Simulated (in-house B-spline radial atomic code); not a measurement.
Atomic self-consistent-field run: Yb II (Yb+). Computed with a radial B-spline atomic code at the basis-set limit: Dirac-Kohn-Sham LDA VWN5, spherical fractional occupations, Fermi nucleus of rms radius 5.3108 fm, inside a hard spherical wall at 5.43 bohr.

Command:
```bash
python run_scf.py task.json out
```
Settings (nuclear radius in fm, mass in u):
```
Z                70
configuration    [Xe] 4f14 5d1
hamiltonian      dirac
method           lda,vwn
spin_polarised   False
nucleus          fermi
rms_radius       5.3108
atomic_mass      173.93887
speed_of_light   137.035999084
wall_radius      5.43
```

Output (hartree, bohr):
```
 radial grid: 62 intervals, B-splines of order 8, outer radius 5.43 bohr

 iter        energy (Eh)    residual
    1      -14063.639525    4.11e-01
    2      -13976.593560    1.08e+00
    3      -14030.185268    1.17e+00
    4      -14060.967741    4.64e-01
    5      -14050.090093    8.47e-01
    6      -14064.948384    6.91e-02
    7      -14064.909280    9.16e-02
    8      -14065.275318    5.46e-03
    9      -14065.276677    5.32e-04
   10      -14065.276687    6.99e-05
   11      -14065.276687    2.07e-06
   12      -14065.276687    6.68e-08

 total energy                    -14065.27669
 kinetic                           15617.0185
 electron-nucleus                 -34922.0681
 Hartree                            5525.6595
 exchange-correlation               -285.8866

 first-order corrections (not in the total)
   Gaunt                            15.8222
   retardation                      -1.6745
   frequency dependence             -0.2467
   self-energy                      11.3222
   Uehling                          -1.9999
   Wichmann-Kroll                    0.0729

 orbital      occ     eigenvalue          <r>       <r^2>       <1/r>       <r^4>       r_max    small
 1s1/2      2.000     -2245.4087    0.0196774 0.000530748     80.5469   7.578e-07     0.01238  6.89e-02
 2s1/2      2.000      -380.3907     0.082807  0.00816271     19.4495 0.000115901     0.07082  1.55e-02
 2p1/2      2.000      -363.0191    0.0687444  0.00586362     19.4325 7.04657e-05     0.05297  1.55e-02
 2p3/2      4.000      -324.5856    0.0762418  0.00707566     16.6847 9.81798e-05      0.0594  1.42e-02
 3s1/2      2.000       -85.8359     0.216487   0.0537046     7.12605   0.0043606      0.1999  5.02e-03
 3p1/2      2.000       -78.1383     0.206192    0.049512      7.0472  0.00388498      0.1875  4.97e-03
 3p3/2      4.000       -69.9835     0.220253   0.0562737     6.34074  0.00497189      0.2009  4.58e-03
 3d3/2      4.000       -56.8111     0.193557   0.0440445     6.23204  0.00344847       0.158  4.47e-03
 3d5/2      6.000       -55.0277     0.197903   0.0459113     6.06132  0.00371995      0.1617  4.36e-03
 4s1/2      2.000       -16.9862     0.488091    0.269358     2.98644    0.105834      0.4557  1.63e-03
 4p1/2      2.000       -13.8698     0.495665    0.280112     2.87793     0.11779      0.4568  1.54e-03
 4p3/2      4.000       -12.0157     0.528354    0.318002     2.62975    0.151896      0.4854  1.39e-03
 4d3/2      4.000        -6.8754     0.553536    0.356288     2.40796    0.208134      0.4859  1.21e-03
 4d5/2      6.000        -6.5378     0.565149    0.371288      2.3471    0.226267      0.4951  1.17e-03
 5s1/2      2.000        -2.1715       1.2113      1.6573     1.10495     4.16285       1.071  3.24e-04
 5p1/2      2.000        -1.3303      1.37457      2.1604    0.963033      7.4886        1.17  2.50e-04
 5p3/2      4.000        -1.1069      1.49823     2.56993    0.872181     10.6508       1.264  2.11e-04
 4f5/2      6.000        -0.2987     0.776695    0.834566      1.7492     2.43809      0.4794  7.08e-04
 4f7/2      8.000        -0.2502     0.799783    0.895206     1.71335     2.88747      0.4851  6.86e-04
 5d3/2      0.400        -0.1639       2.3849     6.49125    0.524146     64.0299       1.953  7.26e-05
 5d5/2      0.600        -0.1515      2.43022     6.71356    0.511306      67.573       2.021  6.89e-05
```

Run time, properties included: 0.78 s on 1 thread of Arm Neoverse V2 (shared host).

For the Dirac Hamiltonian the kinetic term is c α·p + (β - 1)c².
